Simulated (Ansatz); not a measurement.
K2Se⁺, relaxed as a doublet with UKS r2SCAN-D4/def2-TZVP in Ansatz, starting from the GFN1-xTB geometry. Force threshold 0.02 eV/Å.

The structure comes from a short search, and lower isomers may exist.

Start:

```xyz
3

K     0.9641    1.9842   -0.4989
K     0.0533   -2.2503   -0.2044
Se   -1.0174    0.2661    0.7033
```

```csv
step,energy (eV),largest force component (eV/Å),SCF passes
1,-97993.6968,0.940,16
2,-97993.9347,0.454,20
3,-97994.0542,0.206,19
4,-97994.1294,0.127,18
5,-97994.1781,0.068,18
6,-97994.2087,0.057,18
7,-97994.2257,0.045,18
8,-97994.2337,0.058,18
9,-97994.2366,0.043,18
10,-97994.2377,0.006,19
11,-97994.2378,0.001,19
```

Force components are those of the run's own axes.

End:

| atom | x (Å) | y (Å) | z (Å) |
| --- | --- | --- | --- |
| K1 | 0.652 | 3.017 | -0.212 |
| K2 | -0.645 | -3.019 | 0.207 |
| Se3 | -0.007 | 0.002 | 0.005 |

By distances, no bond broke or formed, bridged metal pairs apart. The bond that changes most is K2–Se3, from 2.88 to 3.09 Å (atoms count from 1). Metal–metal contacts that move far: K1–K2 4.34 to 6.19 Å.

The force fell under the threshold at step 10, but the optimiser went on. No frequencies were taken in this run, so the end may be a saddle point.

It took 49 s on 4 threads of Arm Neoverse N1 on a shared host.
